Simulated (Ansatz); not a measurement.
K2Se, relaxed as a quintet with UKS r2SCAN-D4/def2-TZVP in Ansatz, starting from the r2SCAN-D4/def2-TZVP geometry of the neutral singlet. Force threshold 0.02 eV/Å.

At r2SCAN-D4/def2-TZVP a singlet of charge 0 lies 4.64 eV below the quintet, each at its own geometry. The structure comes from a short search, and lower isomers may exist.

Start:

```xyz
3

K     2.618    0.587   -0.836
K    -2.610   -0.880    0.558
Se   -0.008    0.294    0.278
```

Estimate the energy that the relaxation releases and the steps that it takes.

23.9 kcal/mol, in 10 steps; 38 s on 4 threads of Intel Xeon on a shared host. The force fell under the threshold at step 7, but the optimiser went on and released 0.005 eV more. No frequencies were taken in this run, so the end may be a saddle point.

Does the start keep its bonding and symmetry?

Bonds lost: K1–Se3, K2–Se3 (atoms count from 1).

Predict the relaxed structure.


```xyz
3

K     3.895    0.999   -1.126
K    -3.889   -1.186    0.949
Se   -0.005    0.187    0.177
```
Bond lengths (bridged metal pairs left out): .
